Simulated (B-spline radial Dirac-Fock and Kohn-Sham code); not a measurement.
## Te 4s: cross section and angular parameters

System: the Te atom in the configuration [Kr] 4d10 5s2 5p4; threshold 169.4 eV (tabulated edge). Calculated with a radial atomic solver, using Dirac-Hartree-Slater photoionisation with a Latter tail; cross sections with all multipoles, angular parameters from the dipole term and its interference with E2.

For linearly polarised light dσ/dΩ = σ/(4π) [1 + β P₂(cos θ) + (δ + γ cos²θ) sin θ cos φ], with θ from the polarisation vector and φ the angle between the beam and the projection of the electron momentum on the plane normal to the polarisation.

| hν (eV) | σ (kb) | β | γ |
| --- | --- | --- | --- |
| 216 | 149 | 1.947 | 0.237 |
| 341 | 103 | 1.971 | 0.366 |
| 400 | 86.6 | 1.975 | 0.373 |
| 439 | 77.4 | 1.976 | 0.372 |
| 498 | 66.0 | 1.979 | 0.364 |
| 600 | 51.2 | 1.981 | 0.341 |
| 831 | 31.7 | 1.984 | 0.270 |
| 2480 | 4.95 | 1.989 | -0.064 |
| 2984.4 | 3.52 | 1.990 | -0.095 |
| 3310 | 2.90 | 1.990 | -0.104 |
| 3610 | 2.46 | 1.990 | -0.106 |
| 4870 | 1.38 | 1.991 | -0.065 |
| 5060 | 1.28 | 1.991 | -0.054 |
| 5800 | 0.978 | 1.991 | -0.001 |
| 6000 | 0.914 | 1.991 | 0.015 |
| 6380 | 0.807 | 1.991 | 0.048 |
| 7450 | 0.588 | 1.991 | 0.150 |
| 8020 | 0.505 | 1.991 | 0.208 |
| 9251.7 | 0.374 | 1.991 | 0.337 |
| 12000 | ? | ? | ? |
| 12700 | 0.189 | 1.990 | 0.714 |
| 13100 | 0.177 | 1.990 | 0.758 |
| 15000 | 0.131 | 1.990 | 0.962 |

Problem. Give the values at 12000 eV.

Solution. σ = 0.214 kb, β = 1.991, γ = 0.638. For an s subshell δ is negligible.
